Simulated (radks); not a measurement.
Task: These are the eigenvalues of the occupied orbitals of an atom or ion with whole-number occupations (eV). All-electron calculation, scalar-relativistic Kohn-Sham, r2SCAN, spin-polarised, spherical densities, finite nucleus; meta-GGA in the generalised Kohn-Sham scheme; Fermi nuclear charge, rms radius of each element as measured or else 0.836 A^(1/3) + 0.57 fm. Program: a radial shooting solver on a logarithmic mesh with Libxc functionals.

| orbital | eigenvalue |
|---|---|
| 1s | -4448.773 |
| 2s | -514.4410 |
| 2p | -425.9166 |
| 3s | -88.2542 |
| 3p | -65.4177 |

Which element is it, and in what charge state? The configuration may be excited. Open shells, if any, are filled with parallel spins first.

Result: Z = 21, scandium, charge +3: Sc3+ in [Ar]. The list shows which subshells hold electrons but not how many an open one holds; the 1s level, -163.49 hartree, gives Z - s = 18.1 by -(Z - s)^2/2, which with screening and relativity narrows Z to a few neighbours, and the depths of the outer levels then fix element, charge and occupations together.
